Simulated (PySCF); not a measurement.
**Electron correlation in Rh (rhodium, neutral)**

[Kr] 4d8 5p1, one real determinant (an excited configuration). All numbers are calculated (PySCF 2.14, the spin-free X2C one-electron Hamiltonian (Gaussian nucleus), in x2c-TZVPPall (8s6p6d2f1g, 79 functions)). Frozen: [Kr]; 9 electrons correlated.

MP2 pair energies summed by pair of shells (mhartree):

| pair | energy | share (%) |
| --- | --- | --- |
| 4d-4d | -215.03 | 94.0 |
| 4d-5p | -13.75 | 6.0 |

Total MP2 correlation energy: -228.77 mhartree.

Same-spin part -86.83 and opposite-spin part -141.94 mhartree; SCS-MP2 scales them by 1/3 and 6/5 to -199.28 mhartree.

The basis was made for the ground configuration and has no added diffuse functions, which can raise the energy of the promoted electron.

The reference is one real determinant that mixes LS terms of this configuration.
